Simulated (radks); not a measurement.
Values are calculated unless marked as measured or tabulated.
Sb, configuration [Kr] 4d10 5s1.5 5p3.5 (fractional occupations, a model configuration). Level of theory: Dirac Kohn-Sham, PBE, spin-unpolarised, spherical densities, point nucleus; open shells fill j = l - 1/2 first (a radial shooting solver on a logarithmic mesh with Libxc functionals).

Radial electron density D(r) = 4 pi r^2 rho(r):

| r (bohr) | D(r) (e/bohr) |
|---|---|
| 0.002738 | 9.244 |
| 0.003163 | 11.56 |
| 0.003682 | 14.54 |
| 0.004252 | 17.92 |
| 0.00491 | 21.90 |
| 0.005671 | 26.47 |
| 0.006602 | 31.93 |
| 0.007625 | 37.60 |
| 0.008805 | 43.59 |
| 0.01025 | 49.96 |
| 0.01184 | 55.67 |
| 0.01367 | 60.62 |
| 0.01579 | 64.34 |
| 0.01838 | 66.51 |
| 0.02123 | 66.67 |
| 0.02452 | 65.13 |
| 0.02854 | 62.26 |
| 0.03296 | 59.44 |
| 0.03807 | 57.83 |
| 0.04396 | 58.68 |
| 0.05118 | 62.93 |
| 0.05911 | 69.67 |
| 0.06826 | 77.25 |
| 0.07947 | 83.22 |
| 0.09178 | 84.30 |
| 0.106 | 79.94 |
| 0.1224 | 71.68 |
| 0.1425 | 62.96 |
| 0.1646 | 59.01 |
| 0.1901 | 61.02 |
| 0.2213 | 66.86 |
| 0.2555 | 70.11 |
| 0.2951 | 66.12 |
| 0.3408 | 54.32 |
| 0.3968 | 38.37 |
| 0.4582 | 26.59 |
| 0.5292 | 21.77 |
| 0.6161 | 22.79 |
| 0.7115 | 24.93 |
| 0.8217 | 24.43 |
| 0.949 | 20.60 |
| 1.105 | 14.81 |
| 1.276 | 9.810 |
| 1.473 | 6.348 |
| 1.715 | 4.299 |
| 1.981 | 3.291 |
| 2.288 | 2.645 |
| 2.642 | 2.069 |
| 3.076 | 1.464 |
| 3.552 | 0.9470 |
| 4.103 | 0.5440 |
| 4.776 | 0.2649 |
| 5.516 | 0.1170 |
| 6.37 | 0.04445 |
| 7.357 | 0.01412 |
| 8.564 | 0.003350 |
| 9.891 | 0.0006709 |

D(r) has 4 maxima, at r = 0.0201, 0.0882, 0.256, 0.752 bohr, and minima at 0.0393, 0.169, 0.551 bohr, inside which lie 2.04, 11.22, 29.03 electrons.
